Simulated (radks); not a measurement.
The magnesium ion Mg+, configuration [He] 2s2 2p5 3s1 3p1 (not the ground configuration).

Calculated with a radial shooting solver on a logarithmic mesh with Libxc functionals: non-relativistic Kohn-Sham, BLYP, spin-polarised, spherical densities, point nucleus; open shells are filled with parallel spins first.

Energy parts (eV):
| part | energy |
|---|---|
| total | -5382.758 |
| kinetic | 5374.680 |
| electron-nucleus | -12656.639 |
| Hartree | 2325.065 |
| exchange-correlation | -425.864 |

Orbitals (lengths in bohr, moments of r in powers of bohr):
| orbital | occ. | eigenvalue (eV) | <r> |
|---|---|---|---|
| 1s up | 1 | -1291.463 | 0.1309 |
| 1s down | 1 | -1289.989 | 0.1308 |
| 2s up | 1 | -105.9519 | 0.6750 |
| 2s down | 1 | -103.0872 | 0.6797 |
| 2p up | 3 | -73.7491 | 0.6450 |
| 2p down | 2 | -70.6722 | 0.6525 |
| 3s up | 1 | -15.4657 | 2.419 |
| 3p up | 1 | -10.0590 | 2.843 |
| 3d up | 0 | -3.9167 | 4.307 |

The highest occupied level is 3p up at -10.059 eV. The density falls to 0.001 e/bohr^3 at r = 4.13 bohr. Summed over all electrons, <r^2> = 19.91 bohr^2, which gives a Langevin (diamagnetic) susceptibility term of -15.8 x 10^-6 cm^3/mol.
